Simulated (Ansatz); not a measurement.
Born–Oppenheimer molecular dynamics of AlFH$_{8}$N$_{2}$Si (13 atoms, charge 0, multiplicity 1). It starts at the highest image of a converged band. Of that band: The profile has 2 maxima (images 4, 6) with wells between them (image 5): this band takes more than one step, which may be the mechanism or a detour left from its start path. Neighbouring images differ by up to 1.6 eV, so the band resolves the path poorly. A vibrational analysis at the climbing image gives 2 clearly imaginary modes (562i, 60i cm⁻¹): a point of higher order. A lower path may pass nearby, or the ends, which weren't checked, may share the extra mode.

The calculation used Ansatz, RKS PBE0-D4/def2-SVP.

```yaml
ensemble: NVE (velocity Verlet)
time_step: 0.5 fs
steps_asked: 200
starting_velocities_drawn_for: 300 K
seed: 7766
```

First frame:

```xyz
13
Properties=species:S:1:pos:R:3
Al -0.025 0.314 -0.165
F -0.092 -0.307 1.639
N 1.511 0.098 -1.018
H 1.707 -0.649 -1.674
H 2.323 0.695 -0.916
N -1.584 -0.164 -0.857
H -2.422 -0.375 -0.327
H -1.808 -0.090 -1.843
Si 0.181 2.646 1.036
H 0.743 2.952 2.397
H 1.147 3.244 0.055
H -1.115 3.386 0.923
H 0.025 0.766 1.688
```

Problem. How far do the bonds stretch over the last three quarters of this one trajectory? (Pairs bonded in most of those frames.)

Solution. 
```csv
bond,mean (Å),spread (Å),shortest,longest
Al1–F2,1.688,0.044,1.63,1.83
Al1–N3,1.778,0.032,1.72,1.82
Al1–N6,1.777,0.021,1.74,1.81
N3–H4,1.019,0.014,1.00,1.04
N3–H5,1.017,0.009,1.00,1.04
N6–H7,1.018,0.019,0.98,1.05
N6–H8,1.019,0.029,0.97,1.06
Si9–H10,1.506,0.056,1.42,1.60
Si9–H11,1.494,0.017,1.47,1.52
Si9–H12,1.494,0.010,1.48,1.52
Si9–H13,1.514,0.108,1.33,1.71
```

Pairs bonded in part of these frames only: Al1–Si9 21 %, Al1–H13 23 %.

Mean temperature of the second half: 1094 K. The conserved energy stayed within 0.26 meV per atom of its start (net change 0.077 meV per atom), so the integration is sound. The kinetic energy rose, since the run started high on the potential surface and went downhill. It ends in pieces (AlFH4N2 + H4Si), so much of that is their flight and rotation, not heat. A run of 0.1 ps of so small a system gives no equilibrium averages. The orbitals stay closed-shell, which can raise the energy where a bond breaks towards radicals; this wasn't checked here.

Run time: 6.6 min on 4 threads of Arm Neoverse V1 (shared host), peak memory 0.28 GiB.
